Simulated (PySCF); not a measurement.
## Ba(39+): ionisation energy

Ba(39+) [Ne] 3s2 3p5 (2P) → Ba(40+) [Ne] 3s2 3p4 (3P), as a difference of total energies. Calculation: PySCF 2.14, in an even-tempered Gaussian basis (16 s from 6.9 bohr⁻², ratio 2.5; 10 p from 9 bohr⁻², ratio 2.5; 5 d from 40 bohr⁻², ratio 2.7; 4 f from 60 bohr⁻², ratio 2.7); no relativity, point nucleus. Correlated levels: outer shells: 1s2 frozen; virtual orbitals above 40 to 60 times the deepest correlated orbital energy dropped. The calculations carry no spin-orbit coupling.

```json
{"method": "UHF", "ionisation energy (eV)": "2877.0"}
{"method": "MP2 (outer shells)", "ionisation energy (eV)": "2878.0"}
{"method": "SCS-MP2 (outer shells)", "ionisation energy (eV)": "2877.9"}
{"method": "CCSD (outer shells)", "ionisation energy (eV)": "2877.9"}
{"method": "CCSD(T) (outer shells)", "ionisation energy (eV)": "2877.9"}
```

Spin-orbit coupling is strong in these open shells (close to jj coupling). The scalar numbers leave it out and a first-order estimate fails, so it can dominate the gap to the real levels.

The gap to the reference is mostly relativistic.

For comparison: 2901 ± 4 eV (theoretical estimate listed by NIST; NIST Atomic Spectra Database, ionization energies).
